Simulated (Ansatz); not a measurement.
C3H8BCl2N (`CCN(C)B(Cl)Cl`), relaxed with RKS PBE0-D4/def2-TZVP in Ansatz 0.2.0 from a PBE-D4/def2-SVP geometry. The force threshold is 0.005 eV/Å; the program also tests the step.

Total charge 0; spin multiplicity 1.

Start:

```xyz
15

C     0.751   -1.695   -0.013
C    -0.496   -0.861    0.285
N    -0.346    0.556   -0.075
C     0.282    1.373    0.956
B    -0.717    1.051   -1.336
Cl   -0.498    2.763   -1.778
Cl   -1.428   -0.024   -2.567
H     0.954   -1.706   -1.103
H     1.649   -1.298    0.502
H     0.609   -2.743    0.321
H    -1.362   -1.274   -0.266
H    -0.747   -0.913    1.367
H     1.282    0.973    1.230
H    -0.340    1.387    1.878
H     0.408    2.410    0.599
```

```json
{"step": "1", "energy (eV)": "-30444.8894", "largest force (eV/Å)": "0.451", "largest move (Å)": "0.000"}
{"step": "2", "energy (eV)": "-30444.9426", "largest force (eV/Å)": "0.162", "largest move (Å)": "0.030"}
{"step": "3", "energy (eV)": "-30444.9430", "largest force (eV/Å)": "0.226", "largest move (Å)": "0.032"}
{"step": "4", "energy (eV)": "-30444.9479", "largest force (eV/Å)": "0.088", "largest move (Å)": "0.028"}
{"step": "5", "energy (eV)": "-30444.9482", "largest force (eV/Å)": "0.050", "largest move (Å)": "0.019"}
{"step": "6", "energy (eV)": "-30444.9484", "largest force (eV/Å)": "0.041", "largest move (Å)": "0.013"}
{"step": "7", "energy (eV)": "-30444.9484", "largest force (eV/Å)": "0.007", "largest move (Å)": "0.011"}
{"step": "8", "energy (eV)": "-30444.9484", "largest force (eV/Å)": "0.004", "largest move (Å)": "0.003"}
```

End:

```xyz
15

C     0.754   -1.676    0.002
C    -0.493   -0.855    0.275
N    -0.340    0.549   -0.089
C     0.290    1.349    0.940
B    -0.726    1.049   -1.324
Cl   -0.521    2.751   -1.757
Cl   -1.452    0.000   -2.551
H     0.977   -1.685   -1.067
H     1.624   -1.279    0.530
H     0.608   -2.708    0.329
H    -1.337   -1.270   -0.274
H    -0.750   -0.896    1.339
H     1.263    0.931    1.213
H    -0.334    1.371    1.839
H     0.439    2.368    0.594
```

Hardware: 4 threads of an Arm Neoverse V2 on a shared host. Wall time 70 s, peak host memory 1.1 GiB.
